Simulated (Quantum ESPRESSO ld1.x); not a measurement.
Question: Nb, configuration [Kr] 4d4 6d1 (not the ground configuration). Method: Dirac Kohn-Sham, PBEsol, spin-unpolarised, spherical densities, point nucleus; open shells fill j = l - 1/2 first; computed with ld1.x of Quantum ESPRESSO 7.5.

Spin-orbit splittings of the eigenvalues, e(l+1/2) - e(l-1/2), with zeta = 2 splitting/(2l+1) and mean radii in bohr:

| shell | occ. | splitting (eV) | zeta (eV) | <r> j=l-1/2 | <r> j=l+1/2 |
|---|---|---|---|---|---|
| 2p | 6 | 95.69 | 63.79 | 0.1346 | 0.1391 |
| 3p | 6 | ? | ? | 0.4388 | 0.4494 |
| 3d | 10 | 2.887 | 1.155 | 0.4311 | 0.4346 |
| 4p | 6 | 2.098 | 1.398 | 1.284 | 1.316 |
| 4d | 4 | 0.1660 | 0.06641 | 2.056 | 2.080 |
| 6d | 1 | 0.002427 | 0.0009708 | 20.75 | 20.72 |

Estimate the 3p splitting.

Answer: 15.50 eV (zeta = 10.34 eV).
